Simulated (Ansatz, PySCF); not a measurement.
Process, species as SMILES: FBF -> F[B]F + H atom (the B-H bond at the site shown breaks; other sites are not compared here)
Structures are relaxed separately at B3LYP-D3(BJ)/def2-TZVP in Ansatz (an electronic-structure program). Frequencies are from Ansatz or PySCF.
Geometry of the first species:
```xyz
4

B     -0.0358     0.4575    -0.0086
F      1.1436    -0.1299     0.0131
F     -1.1094    -0.3065    -0.0048
H     -0.1284     1.6405    -0.0310
```

Wanted: bond dissociation energy (0 K, with B3LYP-D3(BJ) harmonic zero-point energies), in kcal/mol. Cores are frozen in the correlated levels unless marked. Open shells are spin-unrestricted. No spin-orbit coupling. Non-relativistic. FCI takes restricted orbitals. Basis-set limits of correlation are two-point, X^-3; Hartree-Fock from the larger set.

| level | program | bond dissociation energy (kcal/mol) |
|---|---|---|
| revPBE-D4/def2-TZVPD | Ansatz + dftd4 | 99.8 |
| revPBE/def2-TZVPD | Ansatz | 99.3 |
| TPSS/def2-TZVPD | PySCF | 105.2 |
| M06-L/def2-TZVPD | PySCF | 103.7 |
| B3LYP-D3(BJ)/def2-TZVPD | Ansatz + dftd3 | 105.7 |
| PBE0/STO-3G | Ansatz | 130.9 |
| PBE0-D3(BJ)/def2-TZVPD | Ansatz + dftd3 | 102.3 |
| TPSSh/def2-TZVPD | PySCF | 105.6 |
| r2SCANh/def2-TZVPD | Ansatz | 101.6 |
| PW6B95/def2-TZVPD | PySCF | 105.6 |
| MN15-D3(BJ)/def2-TZVPD | PySCF + dftd3 | 104.7 |
| HSE06-D3(BJ)/def2-TZVPD | Ansatz + dftd3 | 102.3 |
| CAM-B3LYP-D4/def2-TZVPD | Ansatz + dftd4 | 106.3 |
| LC-wPBE/def2-TZVPD | Ansatz | 102.1 |
| PBE-QIDH/def2-TZVPD | Ansatz | 103.5 |
| MP2/cc-pVQZ | Ansatz | 104.6 |
| CCSD/6-31G | Ansatz | 97.9 |
| CCSD/6-31G* | Ansatz | 101.1 |
| CCSD/cc-pVQZ | Ansatz | 107.1 |
| FCI/STO-3G | Ansatz | 119.5 |
| CCSD(T)/CBS(cc-pVTZ,cc-pVQZ) | Ansatz | 107.7 |
